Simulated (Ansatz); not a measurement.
C$_{3}$HN$_{3}$O$_{3}$Si (`O=C=N[SiH](N=C=O)N=C=O`), relaxed with RKS PBE-D4/def2-SVP in the Gaussian-basis code of Ansatz from a rough embedded geometry. The force threshold is 0.03 eV/Å; the program also tests the step.

The species carries charge 0 and has multiplicity 1.

Start:

```xyz
11

O    -2.887    1.693    2.057
C    -2.042    1.275    1.389
N    -1.212    0.811    0.730
Si    0.139   -0.290    0.292
N     1.423    0.731   -0.141
C     2.508    1.202   -0.114
O     3.598    1.622   -0.093
N    -0.362   -1.093   -1.124
C    -0.657   -1.940   -1.813
O    -0.921   -2.834   -2.561
H     0.413   -1.177    1.379
```

```csv
step,energy (eV),largest force (eV/Å),largest move (Å)
1,-21587.3394,9.070,0.000
2,-21588.1255,1.413,0.090
3,-21588.1628,0.477,0.016
4,-21588.1877,0.295,0.120
5,-21588.1934,0.203,0.040
6 (rejected),-21588.1658,1.148,0.195
7,-21588.2025,0.030,0.098
8 (rejected),-21588.1990,0.562,0.098
9,-21588.2047,0.137,0.048
10,-21588.2056,0.231,0.036
11,-21588.2066,0.201,0.037
12,-21588.2102,0.007,0.051
13,-21588.2111,0.057,0.050
14,-21588.2112,0.150,0.059
15,-21588.2116,0.054,0.010
16,-21588.2117,0.001,0.008
```

End:

```xyz
11

O    -2.927    2.000    1.663
C    -2.039    1.298    1.335
N    -1.126    0.575    1.003
Si    0.163   -0.440    0.509
N     1.518    0.533    0.120
C     2.470    1.225   -0.165
O     3.399    1.897   -0.439
N    -0.318   -1.307   -0.889
C    -0.660   -1.904   -1.885
O    -0.992   -2.490   -2.853
H     0.512   -1.387    1.600
```

Hardware: 2 threads of an AMD EPYC 7R13 on a shared host. Wall time 38 s, peak host memory 0.26 GiB.
